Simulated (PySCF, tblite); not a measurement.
Species: C7H8F3P.
Geometry (GFN2-xTB, Å), atoms numbered from 1 in this order:
```
atom  x, y, z in Å
C1     2.2059   -2.6283    0.8104
C2     1.8172   -1.5047    0.9506
C3     1.3235   -0.1583    1.1047
P4     0.9244    0.5663   -0.5713
C5    -0.4266   -0.5836   -1.1398
C6    -1.4986   -0.9438   -0.1193
C7    -0.1398    1.9416    0.0535
F8    -0.1787    2.2064    1.3743
C9    -0.7682    2.7567   -0.7844
F10   -1.5130    3.8115   -0.4859
F11   -0.7429    2.5520   -2.0979
H12    2.5577   -3.6108    0.7066
H13    2.0988    0.4701    1.5548
H14    0.4417   -0.1476    1.7508
H15   -0.8737   -0.1080   -2.0167
H16    0.0863   -1.4860   -1.4842
H17   -1.0929   -1.5770    0.6660
H18   -1.9331   -0.0530    0.3321
H19   -2.2978   -1.4942   -0.6118
```

Level of theory: PBE0/pcSseg-1 in PySCF (dipole) on a GFN2-xTB geometry, gas phase.

Masses are those of the commonest isotopes; rigid-rotor values at the optimised geometry. The values belong to one conformer with, in the numbering `[CH:1]#[C:2][CH2:3][P:4]([CH2:5][CH3:6])[C:7]([F:8])=[C:9]([F:10])[F:11]`, C2–C3–P4–C5 63°, C3–P4–C5–C6 44°, C3–P4–C7–F8 10°.

(1) Give the principal moments of inertia and the rotational constants in MHz.

(2) What kind of rotor is it?

(3) What does the inertial defect say?

(4) Give the other two planar moments, Paa and Pbb, and the rms extents of the mass along the axes.

(5) List the rotational levels J(Ka,Kc) to J = 3 (K).

(6) Which lines would a microwave search look for?

(7) Estimate the classical rotational partition function at 10 K, 100 K and 200 K.

Answers

(1) Ia = 282.72, Ib = 918.00, Ic = 1001.75 u·Å²; 505379 MHz·u·Å²/I gives A = 1788, B = 550.5, C = 504.5 MHz.

(2) A near-prolate asymmetric top. Ray's parameter κ = (2B − A − C)/(A − C) = -0.928; −1 is the prolate and +1 the oblate limit.

(3) Not planar: Δ = Ic − Ia − Ib = -198.97 u·Å². For a rigid frame Δ = −2 Σ m c², so Σ m c² = 99.49 u·Å² lies off the ab plane: 15.55 from hydrogen and 83.94 from heavier atoms. The atom farthest from that plane is 2.31 Å away.

(4) Paa = Σ m a² = (Ib + Ic − Ia)/2 = 818.51 and Pbb = Σ m b² = (Ia + Ic − Ib)/2 = 183.24 u·Å². With the mass M = 180.03 u, the rms extents √(P/M) along a, b and c are 2.13, 1.01, 0.74 Å.

(5) Above 0(0,0), as E/k:
J = 1: 1(0,1) 0.051, 1(1,1) 0.110, 1(1,0) 0.112
J = 2: 2(0,2) 0.152, 2(1,2) 0.209, 2(1,1) 0.216, 2(2,1) 0.394, 2(2,0) 0.394
J = 3: 3(0,3) 0.303, 3(1,3) 0.358, 3(1,2) 0.371, 3(2,2) 0.546, 3(2,1) 0.546, 3(3,1) 0.848, 3(3,0) 0.848
Those of J = 1 are B + C, A + C and A + B.

(6) The dipole components are |μa| = 1.22 D, |μb| = 0.84 D, |μc| = 0.88 D. Intensities carry the squares of the components, which stand as 1.00 : 0.47 : 0.52 (a : b : c). Some lines, for components of 0.1 D or more:

```
type  branch         J(Ka,Kc)   MHz  lower level (cm⁻¹)
   b       R  2(0,2) ← 1(1,1)   872               0.076
   a       R  1(0,1) ← 0(0,0)  1055               0.000
   c       Q  1(1,1) ← 1(0,1)  1237               0.035
   b       Q  1(1,0) ← 1(0,1)  1283               0.035
   a       R  2(1,2) ← 1(1,1)  2064               0.076
   a       R  2(0,2) ← 1(0,1)  2109               0.035
   b       R  1(1,1) ← 0(0,0)  2292               0.000
   c       R  1(1,0) ← 0(0,0)  2338               0.000
   b       R  2(1,2) ← 1(0,1)  3301               0.035
   c       R  2(1,1) ← 1(0,1)  3439               0.035
   b       Q  2(2,0) ← 2(1,1)  3712               0.150
   b       Q  2(2,1) ← 2(1,2)  3849               0.145
   c       R  2(2,1) ← 1(1,1)  5913               0.076
   b       R  2(2,0) ← 1(1,1)  5914               0.076
```

(7) Point group C1, symmetry number σ = 1; q = (√π/σ)·√((kT/h)³/(ABC)), k/h = 20836.6 MHz/K: 7570 at 10 K, 239000 at 100 K, 677000 at 200 K.

Its GFN2-xTB frequencies are all real (lowest 26 cm⁻¹). Constants of a rigid frame at the computed geometry: no zero-point averaging, no centrifugal distortion. A rigid rotor knows nothing of internal rotation, which can split or shift real lines.

The run took 53 s of wall time on one thread, Arm Neoverse V1 (aarch64), shared host with 32 logical CPUs at a one-minute load of 14, and the process peaked at 1.1 GiB of memory. This is the PBE0/pcSseg-1 job that gave the dipole, with the shieldings it also computed.
